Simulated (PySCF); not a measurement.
Correlation energy of Mo⁺ (molybdenum, charge +1)

Starting occupation: [Kr] 4d5, 4d3/2 with m_j = -3/2, -1/2, +1/2, +3/2, 4d5/2 with m_j = +5/2. Calculation: PySCF 2.14, in x2c-TZVPall-2c with one added diffuse shell each of s, p, d type (9s10p8d1f, 86 functions); X2C-1e with screened-nucleus spin-orbit coupling, Gaussian nucleus. Frozen: [Ar] 3d10; 13 electrons correlated; the 6 highest virtual spinors left out.

MP2 pair energies summed by pair of shells (mhartree):

```json
{"pair": "4d-4p", "energy": "-112.81", "share (%)": "41.9"}
{"pair": "4p-4p", "energy": "-68.43", "share (%)": "25.4"}
{"pair": "4d-4d", "energy": "-47.01", "share (%)": "17.5"}
{"pair": "4p-4s", "energy": "-24.16", "share (%)": "9.0"}
{"pair": "4d-4s", "energy": "-12.43", "share (%)": "4.6"}
{"pair": "4s-4s", "energy": "-4.19", "share (%)": "1.6"}
```

Total MP2 correlation energy: -269.03 mhartree.

The GHF reference relaxed away from the jj start to a determinant that is no pure jj level (⟨S²⟩ = 8.75, ⟨J²⟩ = 8.75); the energies belong to that determinant.

This basis was not built for core-valence correlation, so the inner-shell part is incomplete.
